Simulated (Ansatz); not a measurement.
```yaml
crystal:
  periodic: [false, false, false]
  atoms:
    - {symbol: Si, position_ang: [-0.833348, -0.498721, -0.340341]}
    - {symbol: C, position_ang: [0.082102, 0.054900, 0.023873]}
    - {symbol: C, position_ang: [0.413931, -0.051484, 0.842156]}
    - {symbol: S, position_ang: [1.281363, 0.607040, 0.939968]}
    - {symbol: Ga, position_ang: [0.868675, 0.924876, -0.337797]}
    - {symbol: H, position_ang: [-1.457069, 0.161014, -0.646709]}
    - {symbol: H, position_ang: [-0.687771, -0.927325, -1.067510]}
    - {symbol: H, position_ang: [-1.366491, -1.009571, 0.274095]}
    - {symbol: H, position_ang: [0.204851, -0.506264, 1.234100]}
    - {symbol: H, position_ang: [1.230489, 1.375660, -0.957349]}
basis:
  gaussian: {orbitals: STO-3G}
hamiltonian: {xc: {name: B97}, pseudopotentials: {relativity: scalar}}
accuracy: high
```

```sh
$ ansatz run in.yaml --threads 4 --pin off --events-out ev --progress --plain --max-ram 10444MiB
```

Shortened log:

```
Functional definition: B97
1139 factors; integrals over basis functions are off by at most 8.3e-9 eV
mean field evaluation 1: about -72305.3054 eV, gradient 5.6e2 eV
mean field evaluation 2: about -72421.7266 eV, gradient 1.6e2 eV
mean field evaluation 4: about -71507.2455 eV, gradient 7.5e2 eV
mean field evaluation 8: about -72501.4976 eV, gradient 1.8e2 eV
mean field evaluation 16: about -72688.4038 eV, gradient 8.4e-4 eV
mean field evaluation 32: about -72688.2483 eV, gradient 8.6e-3 eV
mean field -72688.40379194 eV, -2671.2495693840 hartree, gradient 6.9e-8 eV, S^2 0.000000; 3 other end points of the search recorded, 0 dependent functions left out
reference -72688.40379325 eV, -2671.2495694322 hartree; 39, 39 occupied and 12, 12 virtual orbitals, 1139 factors
Total energy: -72688.40379325 eV, -2671.2495694322 hartree
Relativity: scalar
```

What is wrong with this run?

The geometry is squeezed to about two thirds of its size. The run converged. The result belongs to that input, not to the molecule as meant.
